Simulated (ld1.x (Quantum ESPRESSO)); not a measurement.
**Cutoff test, rubidium, TM**

* Element: rubidium
* Generator: ld1.x (Quantum ESPRESSO) 7.5
* Type: norm-conserving Troullier–Martins (Kleinman–Bylander form)
* Functional: LDA (PZ)
* Relativity: scalar-relativistic
* Frozen core: [Ar] 3d10 4s2
* Valence charge: 7
* Reference configuration: 4p6 5s1 5p0
* Partial waves: 5s (bound): rc 3.20 bohr; 4p (bound): rc 2.55 bohr; 4d channel at -0.15 Ry: rc 2.40 bohr
* Local potential: all-electron potential smoothed inside 2.20 bohr (lloc = -1)
* Core correction: Bessel-smoothed model core inside 1.65 bohr

The pseudo-atom Hamiltonian at the reference potential is diagonalised in spherical Bessel functions j_l(qr) that vanish at 20 bohr, with q² up to the cutoff. All-electron valence levels (Ry): 5s -0.1739, 4p -1.1783, 5p -0.0577.

How do the lowest levels (Ry) of each channel move with the cutoff, and are there ghosts?

```tsv
cutoff (Ry)	s #1	s #2	s #3	p #1	p #2	p #3	p #4	d #1	f #1	f #2	Σ f·Δε (mRy)
8	-1.6645	-0.1736	0.0092	-1.1730	-0.0551	0.0566	0.1977	0.0043	0.0844	0.1983	31.7
12	-1.7955	-0.1737	0.0092	-1.1807	-0.1681	-0.0021	0.1004	0.0015	0.0844	0.1983	15.1
15	-1.8116	-0.1738	0.0091	-1.9324	-1.1778	-0.0458	0.0644	0.0008	0.0844	0.1983	3.0
21	-1.8256	-0.1738	0.0091	-4.2439	-1.1781	-0.0501	0.0610	0.0003	0.0844	0.1983	1.1
25	-1.8272	-0.1738	0.0091	-5.0438	-1.1782	-0.0509	0.0604	0.0002	0.0844	0.1983	0.6
35	-1.8278	-0.1738	0.0091	-5.3667	-1.1783	-0.0512	0.0602	0.0002	0.0844	0.1983	0.1
400	-1.8278	-0.1739	0.0091	-5.3773	-1.1783	-0.0512	0.0602	0.0002	0.0844	0.1983	0.0
```

Result: ghost states, extra bound levels that the all-electron valence spectrum of the same l lacks: p at -73.2 eV, s at -24.9 eV (a true bound ghost makes a file unfit for plane-wave use); 10 mRy is reached at 15 Ry and 1 mRy at 25 Ry.

2 of 6 tests not solved or not reliable.
